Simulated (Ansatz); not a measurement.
Geometry optimisation, DFT PBE, scalar-relativistic, plane waves, PAW (Ansatz).

Input file:

```yaml
crystal:
  lattice:
    - [-2.29, -3.966396, 0.0]
    - [3.435, -1.983198, 0.0]
    - [0.0, 0.0, 7.17686]
  atoms:
    - { symbol: Be, position: [0.75000007, 0.50000004, 0.0] }
    - { symbol: Be, position: [0.50000004, 0.33333336, 0.25] }
    - { symbol: Be, position: [0.75000007, 0.50000004, 0.5] }
    - { symbol: Be, position: [0.50000004, 0.33333336, 0.75] }
    - { symbol: Be, position: [0.50000003, 2.0e-08, 0.0] }
    - { symbol: Be, position: [0.25000004, 0.83333336, 0.25] }
    - { symbol: Be, position: [0.50000003, 2.0e-08, 0.5] }
    - { symbol: Be, position: [0.25000004, 0.83333336, 0.75] }
    - { symbol: Be, position: [0.25000003, 0.50000002, 0.0] }
    - { symbol: Be, position: [1.0e-08, 0.33333334, 0.25] }
    - { symbol: Be, position: [0.25000003, 0.50000002, 0.5] }
    - { symbol: Be, position: [1.0e-08, 0.33333334, 0.75] }
    - { symbol: Be, position: [0.0, 0.0, 0.0] }
    - { symbol: Be, position: [0.75000008, 0.83333338, 0.25] }
    - { symbol: Be, position: [0.0, 0.0, 0.5] }
    - { symbol: Be, position: [0.75000008, 0.83333338, 0.75] }
    - { symbol: C, position: [0.75594048, 0.1619035, 0.87220593] }
basis:
  ecutwfc: 420.0
kpoints:
  mp_grid: { grid: [4, 4, 3] }
hamiltonian:
  xc: pbe
scf:
  occupations: { method: gaussian, width: 0.1 }
  lower_state_search: "off"
relax:
  f_tol: 0.03
  max_steps: 60
  adjacent_minimum: "off"
```

Run as:

```bash
$ ansatz run input.yaml --threads 1 --pin off --max-ram 3072MiB --backend cpu --events-out ev --progress --plain --runs-dir out
```

Problem. Where does it end, and by what steps?

Solution. The run converged. Limits of this set-up: coarse k mesh. After 4 steps the energy has fallen by 0.760 eV; Be9 moved furthest, 0.15 Å.

| step | energy less start (eV) | largest force component (eV/Å) | accepted |
| --- | --- | --- | --- |
| 0 | 0.0000 | 1.951 | yes |
| 1 | -0.5379 | 1.054 | yes |
| 2 | -0.7480 | 0.203 | yes |
| 3 | -0.7576 | 0.058 | yes |
| 4 | -0.7595 | 0.020 | yes |

```xyz
17
Lattice="-2.2900 -3.9664 0.0000 3.4350 -1.9832 0.0000 0.0000 0.0000 7.1769" Properties=species:S:1:pos:R:3
Be -0.008 -3.961 0.111
Be 0.036 -2.641 1.839
Be 0.006 -3.971 3.539
Be 0.010 -2.550 5.328
Be -1.068 -1.926 0.055
Be 2.308 -2.656 1.836
Be -1.160 -1.951 3.541
Be 2.172 -2.578 5.324
Be 1.261 -2.052 0.059
Be 1.159 -0.696 1.839
Be 1.126 -1.974 3.547
Be 1.069 -0.722 5.326
Be -0.015 -0.098 0.057
Be 1.136 -4.624 1.839
Be -0.037 -0.005 3.541
Be 1.144 -4.626 5.262
C -1.154 -3.305 6.277
```

Whether the end is a true minimum wasn't checked by a vibrational analysis.

Run time: 37 s on 1 thread of Arm Neoverse V1, with other jobs on the host, peak memory 0.4 GiB.
